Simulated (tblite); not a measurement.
C8H16FN.
Numbering: `[H]/[N:5]=[CH:4]\[CH2:3][C@@H:2]([CH3:1])[CH2:6][C:7]([CH3:8])([CH3:9])[F:10]` (hydrogens: H11, H12, H13 on C1; H14 on C2; H15, H16 on C3; H17 on C4; H18 on N5; H19, H20 on C6; H21, H22, H23 on C8; H24, H25, H26 on C9)

Structure used (GFN2-xTB), in Å, numbered top down from 1:
```
atom  x, y, z in Å
C1     1.2969   -1.3785    0.2982
C2     0.7272   -0.0437   -0.1793
C3     1.8219    1.0327   -0.1231
C4     2.9758    0.6987   -1.0197
N5     4.1949    0.6416   -0.7364
C6    -0.4892    0.3852    0.6626
C7    -1.8456    0.1580   -0.0166
C8    -2.1213   -1.3004   -0.3621
C9    -2.9720    0.7448    0.8303
F10   -1.8281    0.8714   -1.2210
H11    0.5472   -2.1642    0.2590
H12    1.6478   -1.2915    1.3253
H13    2.1394   -1.6752   -0.3234
H14    0.4159   -0.1404   -1.2241
H15    1.4035    1.9828   -0.4687
H16    2.1704    1.1600    0.9064
H17    2.7134    0.4861   -2.0538
H18    4.4177    0.8452    0.2389
H19   -0.4914   -0.1457    1.6150
H20   -0.4184    1.4531    0.8801
H21   -3.0959   -1.3868   -0.8370
H22   -1.3728   -1.6767   -1.0534
H23   -2.1142   -1.9034    0.5410
H24   -3.9218    0.6387    0.3119
H25   -2.7937    1.8026    1.0091
H26   -3.0285    0.2282    1.7840
```

Computed values, GFN2-xTB/tblite, gas phase, harmonic and unscaled. This tight-binding method is rough: wavenumbers can miss measured ones by several per cent, in bad cases by 10 to 20. One conformer, not necessarily the lowest.

Harmonic wavenumbers (cm⁻¹): 38.3, 61.5, 71.0, 86.5, 164.6, 176.6, 211.9, 222.7, 242.7, 275.6, 284.3, 352.4, 386.1, 409.3, 415.4, 466.2, 487.4, 546.6, 717.2, 786.8, 868.7, 899.2, 911.2, 925.5, 952.3, 968.5, 997.6, 1007.1, 1032.8, 1067.6, 1091.1, 1094.2, 1122.9, 1164.7, 1185.0, 1203.7, 1218.0, 1233.1, 1259.4, 1276.4, 1326.5, 1332.9, 1347.9, 1365.0, 1395.1, 1408.4, 1417.0, 1460.0, 1465.9, 1476.6, 1483.1, 1487.1, 1498.5, 1504.8, 1510.7, 1749.1, 2944.9, 2951.4, 2958.9, 2979.1, 2994.9, 2997.6, 3021.8, 3033.6, 3038.1, 3042.3, 3046.1, 3049.3, 3050.4, 3054.9, 3058.8, 3297.1.

A = 2738, B = 593.5, C = 560.7 MHz; mass 145.127 u (most abundant isotopes); point group C1, symmetry number 1.

Task: Zero-point energy?

Result: Half the sum of the wavenumbers: 49815 cm⁻¹ = 142.43 kcal/mol.

Task: Entropy at 500 K, 1 bar (ideal gas, RRHO, classical rotation)?

Result: Translation 43.42, rotation 31.79, vibration 66.17: S = 141.4 cal/(mol K).

Task: And Cp and H(500 K) − H(0)?

Result: Cp = 72.52 cal/(mol K), of which vibrations give 64.57 (their classical limit is 72 R = 143.1); H(500 K) − H(0) = 20.69 kcal/mol without the zero-point energy, 16.71 from vibrations.

Task: How do the functions run with temperature in this model?

Result: 
```csv
T (K),S (cal/(mol K)),Cp (cal/(mol K)),H − H(0) (kcal/mol),G − H(0) (kcal/mol),ln q(vib)
150,85.1,29.5,2.82,-9.95,4.34
250,102.9,41.4,6.36,-19.37,7.92
298.15,110.7,47.5,8.49,-24.52,9.60
400,126.5,60.7,14.01,-36.60,13.09
600,155.5,82.6,28.45,-64.86,19.82
900,193.5,104.4,56.76,-117.37,29.43
```

q(vib) and H(0) count from the zero-point level.

Task: Blend soft modes into free rotors: weight 1/[1 + (100 cm⁻¹/ν̃)⁴] for the oscillator and the rest for a rotor with moment μB/(μ + B), μ = h/(8π²ν), B = 10⁻⁴⁴ kg m². What vibrational entropy results?

Result: 60.68 cal/(mol K) in place of 66.17, which changes −T·S at 500 K by +2.75 kcal/mol.

Task: Which modes carry the vibrational entropy at 500 K?

Result: 38.3 cm⁻¹: 6.37; 61.5 cm⁻¹: 5.43; 71.0 cm⁻¹: 5.15; 86.5 cm⁻¹: 4.76; 164.6 cm⁻¹: 3.49; 176.6 cm⁻¹: 3.35 cal/(mol K); the other 66 give 37.62 together.

Hindered rotation and anharmonicity are outside this model. Other conformers, if any are populated, would add a mixing term that is left out. The structure is chiral; the term R ln 2 for an equal mix with its mirror image is left out.
